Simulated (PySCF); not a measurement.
**Multinuclear NMR of C6H8FOP3**

Bonds (- single, = double, # triple, : aromatic): C1-C2, C2-C3, C3:P4, P4:C5, C5-F6, C5:P7, P7:C8, C8-O9, O9-C10, C8:P11, P11:C3. C1 carries H12, H13, H14; C2 carries H15, H16; C10 carries H17, H18, H19.

Single conformer, rapidly exchanging positions averaged, non-relativistic Hamiltonian, in vacuum. GIAO PBE0/pcSseg-1 shieldings; GFN2-xTB geometry; PySCF.

(1) Predict the 19F NMR data.

(2) What are the 31P shifts?

(3) Predict the 17O NMR data.

Answers

(1) 
```
atoms    environment  σ (ppm)  δ (ppm)
   F6  aryl fluorine    213.0    -46.1
```

Shieldings were converted by a linear fit to measured shifts: 19F (scatter 6.0 ppm rms, 7.0 ppm with the 5 outliers that the fit left out vs CFCl3, solution or neat liquid, with a term for F on sp3 carbon). Occasional misses reach two or three times the rms, and more in compound classes unlike the fitted ones.

On a 500 MHz spectrometer 19F resonates near 470.5 MHz, so 1 ppm is 470.5 Hz.

(2) 
```
atoms                                     environment  σ (ppm)  δ (ppm)
  P11  phosphorus bonded to 2 C, in a 6-membered ring     99.3    187.8
   P4  phosphorus bonded to 2 C, in a 6-membered ring    113.4    176.2
   P7  phosphorus bonded to 2 C, in a 6-membered ring    181.0    120.1
```

Shieldings were converted by a linear fit to measured shifts: 31P (scatter 18.1 ppm rms vs H3PO4, solution or neat liquid). Occasional misses reach two or three times the rms, and more in compound classes unlike the fitted ones.

On a 500 MHz spectrometer 31P resonates near 202.4 MHz, so 1 ppm is 202.4 Hz.

(3) 
| atoms | environment | σ (ppm) | δ (ppm) |
| --- | --- | --- | --- |
| O9 | ether oxygen | 136.8 | 142.1 |

Shieldings were converted by a linear fit to measured shifts: 17O (scatter 10.7 ppm rms, 12.2 ppm with the 3 outliers that the fit left out vs liquid water, solution or neat liquid). Occasional misses reach two or three times the rms, and more in compound classes unlike the fitted ones.

On a 600 MHz spectrometer 17O resonates near 81.3 MHz, so 1 ppm is 81.3 Hz.
